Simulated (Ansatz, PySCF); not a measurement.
Br₂, SMILES BrBr (connectivity only; charge and spin as stated), charge +1, multiplicity 2. Atoms are numbered in the order given.

```xyz
2

Br     0.0000     0.0000    -1.0957
Br     0.0000     0.0000     1.0957
```
Charge +1, spin multiplicity 2.

Coordinates come from a PBE0-D3(BJ)/def2-TZVP optimisation. The multiplicity is an assumed one; other spin states were not compared.

Two levels are set side by side: PBE-D3(BJ)/def2-TZVP (Ansatz, a first-principles code) and PBE0-D3(BJ)/def2-TZVP (Ansatz). Each level has its own optimised geometry; the coordinates shown are those of the second. Frequencies come from the Hessian of PySCF at each geometry. Differences are taken from unrounded values.

```json
[
 {"quantity": "bond Br1–Br2 (Å)", "PBE0-D3(BJ)": "2.191"},
 {"quantity": "highest harmonic wavenumber (cm⁻¹)", "PBE0-D3(BJ)": "383"},
 {"quantity": "mean harmonic wavenumber (cm⁻¹)", "PBE0-D3(BJ)": "383"},
 {"quantity": "zero-point energy (kcal/mol)", "PBE0-D3(BJ)": "0.55"}
]
```

Problem. What does PBE-D3(BJ) give, and how far is it from PBE0-D3(BJ)? (An estimate is asked for; the answer gives what the named calculation found.)

Solution. 
```csv
quantity,PBE-D3(BJ),PBE-D3(BJ) minus PBE0-D3(BJ)
bond Br1–Br2 (Å),2.226,0.035
highest harmonic wavenumber (cm⁻¹),354,-30
mean harmonic wavenumber (cm⁻¹),354,-30
zero-point energy (kcal/mol),0.51,-0.04
```
